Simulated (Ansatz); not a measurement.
# A family of molecules: the HOMO–LUMO gap

Gas-phase molecules, one atom swapped for its congeners: B(CH3)2(NH2); Ga(CH3)2(NH2); In(CH3)2(NH2). The Al member is missing. All are singlets with charge 0.

Shapes, held fixed at every level: PBE0-D4/def2-TZVP. Programs: Ansatz 0.2.0. Values in eV.

```tsv
level	B(CH3)2(NH2)	Ga(CH3)2(NH2)	In(CH3)2(NH2)
SPW92/def2-TZVPP	6.85	5.00	4.18
PBE-D4/def2-TZVPP	6.78	5.06	4.21
r2SCAN-D4/def2-TZVPP	7.59	5.63	4.74
BHLYP-D4/def2-TZVPP	10.72	9.23	8.06
PBE0-D4/def2-TZVPP	8.91	7.21	6.22
r2SCAN0-D4/def2-TZVPP	9.62	7.59	6.58
wB97X-V/def2-TZVPP	13.12	11.61	10.36
```

At wB97X-V/def2-TZVPP the HOMO–LUMO gap falls at every step, from 13.12 to 10.36 eV. Every level shows the same order. For atoms past krypton def2 sets carry core potentials with scalar relativity. Relativity is left out for Ga. Orbital gaps aren't excitation energies, and the LUMO depends on the basis.
